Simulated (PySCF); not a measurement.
An unknown is described by computed data only.

Elements present: C, F, H, O and P. Monoisotopic mass: 209.9669 u.

| Item | Value |
| --- | --- |
| Dipole | 2.40 D [PBE0/pcSseg-1] |
| NMR, other nuclei | isotropic shieldings of nuclei other than C and H, by class: 238 (1 O), 249 (2 F), 277 (2 F), 380 (2 F), 349 (1 P) ppm [GIAO PBE0/pcSseg-1] |
| Rotational structure | rotational constants A, B, C: 1.402, 0.496, 0.444 GHz [GFN2-xTB] |
| 1H NMR | chemical shifts (computed TMS as zero) by class: 8.16 (1 H) ppm [GIAO PBE0/pcSseg-1] |
| 13C NMR | chemical shifts (computed TMS as zero) by class: 172.5 (2 C), 132.8 (2 C) ppm [GIAO PBE0/pcSseg-1] |

Electronic properties: PySCF, gas phase, density fitting. Levels stand in brackets. One conformer (not necessarily the lowest) at the GFN2-xTB geometry, without solvent, vibrations or thermal averaging. GFN2-xTB frequencies show an imaginary mode (23i cm⁻¹), so this geometry is no minimum at that level. NMR classes are plain means over equivalent atoms (diastereotopic ones count apart unless rotation or inversion swaps them), as if these changed places fast.

Q: Which formula fits the mass and the elements?

A: C4HF6OP (calculated 209.9669). No other formula that holds each of these elements comes within 0.0003 u with a fitting electron parity and a possible valence count.

Q: Give a SMILES that accounts for the data.

A: Numbering: `[O:1]=[PH:2]([C:3]([F:4])=[C:5]([F:6])[F:7])[C:8]([F:9])=[C:10]([F:11])[F:12]`. 4 carbons fall into 2 classes; from least to most shielded: =CF2 carbon [C5/C10] (172.5 ppm, 2 C), vinylic C–F carbon [C3/C8] (132.8 ppm, 2 C). The one hydrogen (8.16 ppm): P–H hydrogen. The other shieldings belong to: 238 ppm, phosphoryl oxygen [O1]; 249 ppm, vinyl fluorine [F6/F12]; 277 ppm, vinyl fluorine [F7/F11]; 380 ppm, vinyl fluorine [F4/F9]; 349 ppm, phosphoryl phosphorus [P2]. The optimised geometry has point group C1 and is an asymmetric top. Structure: `O=[PH](C(F)=C(F)F)C(F)=C(F)F`. The assignments are read from this structure; whether some other isomer fits the data as well wasn't checked.

Shape of the structure used: `[O:1]=[PH:2]([C:3]([F:4])=[C:5]([F:6])[F:7])[C:8]([F:9])=[C:10]([F:11])[F:12]`: O1–P2–C3–F4 116°, O1–P2–C8–F9 130°.
